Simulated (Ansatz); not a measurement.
CH$_{5}$MoNO$_{2}$ (`[CH3][Mo]([NH2])(=[O])=[O]`), relaxed with RKS PBE-D4/def2-SVP in Ansatz from a rough embedded geometry. The force threshold is 0.03 eV/Å; the program also tests the step.

Total charge 0; spin multiplicity 1. Mo: def2 effective core potential.

Start:

```xyz
10

C    -0.960   -1.045    0.583
Mo    0.904   -0.061   -0.003
N     0.407    1.778   -0.869
O     1.974    0.271    1.443
O     1.837   -1.067   -1.190
H    -1.614   -1.201   -0.324
H    -1.458   -0.517    1.359
H    -0.675   -2.105    0.922
H    -0.247    1.608   -1.726
H    -0.170    2.338   -0.195
```

(1) By how much does the energy fall, and how many steps does the optimiser take? (An estimate is asked.)

(2) Which bonds change most? (Estimate.)

(3) Give the relaxed structure. (An estimate is asked.)

## Answers

(1) Ansatz gave: 139.99 kJ/mol, in 8 steps, 1 of them rejected.

(2) The calculation gave: Mo2–N3 from 2.092 to 1.937 Å; Mo2–O4 from 1.829 to 1.703 Å; Mo2–O5 from 1.814 to 1.703 Å; C1–Mo2 from 2.188 to 2.117 Å.

(3) Ansatz gave: 
```xyz
10

C    -0.880   -1.145    0.593
Mo    0.800   -0.019   -0.031
N     0.131    1.634   -0.789
O     1.726    0.241    1.374
O     1.595   -0.985   -1.187
H    -1.540   -1.358   -0.273
H    -1.448   -0.587    1.365
H    -0.536   -2.107    1.026
H     0.038    1.800   -1.797
H     0.115    2.526   -0.281
```
